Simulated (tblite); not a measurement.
Species: C5H5NO2S (charge +1 and doublet state).
Bonds: C1–S2, S2–O3 (double), S2–O4 (double), S2–C5, C5–C6, C6–C7 (double), C7–C8, C8–N9 (triple). Hydrogens: H10, H11, H12 on C1; H13, H14 on C5.

The geometry is computed with GFN2-xTB (gas phase). This method treats the open shell by occupation alone, without spin polarisation.

(1) List the bond lengths, angles and torsions at this level.

## Answers

(1) 
| bond | length (bohr) |
| --- | --- |
| C1–S2 | 3.410 |
| S2=O3, S2=O4 | 2.679 |
| S2–C5 | 3.735 |
| C5–C6 | 2.624 |
| C6=C7 | 2.313 |
| C7–C8 | 2.560 |
| C8≡N9 | 2.174 |
| C1–H10, C1–H11, C1–H12 | 2.051 |
| C5–H13, C5–H14 | 2.057 |

Bonds in one row agree within 0.02 bohr and their mean is given. A selection of angles:
| angle | degrees |
| --- | --- |
| C1–S2–O3 | 111.9 |
| C1–S2–C5 | 100.9 |
| O3–S2–O4 | 121.9 |
| O3–S2–C5 | 103.7 |
| S2–C5–C6 | 105.4 |
| C5–C6–C7 | 179.0 |
| C6–C7–C8 | 179.4 |
| C7–C8–N9 | 176.2 |

Torsions: C1–S2–C5–C6 180° (antiperiplanar).

The 3 C–C bonds span 1.224 Å (C6=C7, drawn double in a drawing that doesn't fit all lengths) to 1.389 Å (C5–C6, drawn single in a drawing that doesn't fit all lengths), a spread of 0.165 Å. The C–S distances run from 1.805 Å (C1–S2, drawn single in a drawing that doesn't fit all lengths) to 1.976 Å (S2–C5, drawn single in a drawing that doesn't fit all lengths), a spread of 0.171 Å. S2 (sulfur bonded to 2 C and 2 O) is distorted tetrahedral (angles from 100.9° to 121.9°).

Point group: Cs (tolerance 0.08 Å). Its GFN2-xTB frequencies are all real (lowest 31 cm⁻¹). 3 starts were optimised and ended at 0.00, 0.01 and 0.02 kcal/mol (GFN2-xTB); the lowest of these is shown.

Hardware: an Arm Neoverse V1 with one thread, no GPU, shared host. Cost: 0.38 s of wall time. That covers the optimisation of the geometry.

One conformer stands for the species.
